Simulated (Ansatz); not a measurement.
Calculated with Ansatz (gas phase, PBE0-D4/def2-TZVP geometries, no zero-point term in ΔE). CCSD(T)/CBS is the MP2 limit (def2-TZVPP, def2-QZVPP) plus CCSD(T) − MP2 in def2-TZVPP, frozen cores. This one scheme is used for every species. DFT in def2-TZVPP. B3LYP here is the variant with VWN-RPA as its local correlation; programs differ in this. Each species was taken in one conformer, which may not be the lowest.

`COB(S)S` + `O[SiH3]` → `COB(S)O[SiH3]` + H₂S  (ligand exchange at a B–S bond)

Q: Is it downhill or uphill in electronic energy at CCSD(T)/CBS, and by how much? (Best estimate.)

A: Ansatz gave: Downhill: ΔE = -60.0 kJ/mol.

Q: What do these levels give: r2SCAN-D4, PBE0-D4, B2PLYP, PBE, PBE0, B3LYP, MP2/def2-TZVPP, HF/def2-QZVPP, MP2/def2-QZVPP, SCS-MP2/def2-QZVPP, HF/CBS(def2), CCSD/CBS(def2)? (Best estimate.)

A: The calculation gave: r2SCAN-D4 -57.5, PBE0-D4 -55.5, B2PLYP -62.3, PBE -49.0, PBE0 -54.2, B3LYP -64.1, MP2/def2-TZVPP -55.9, HF/def2-QZVPP -81.8, MP2/def2-QZVPP -54.9, SCS-MP2/def2-QZVPP -60.0, HF/CBS(def2) -82.0, CCSD/CBS(def2) -63.7 kJ/mol.

Largest T1 diagnostic among the species: 0.013.

In def2-TZVPP, CCSD(T) changes the Hartree–Fock value by +17.6 kJ/mol (the triples alone add +3.7 kJ/mol) and MP2 by +24.4 kJ/mol. From PBE to PBE0 (25 % exact exchange), in def2-TZVPP and without D4, ΔE moves by −5.2 kJ/mol.
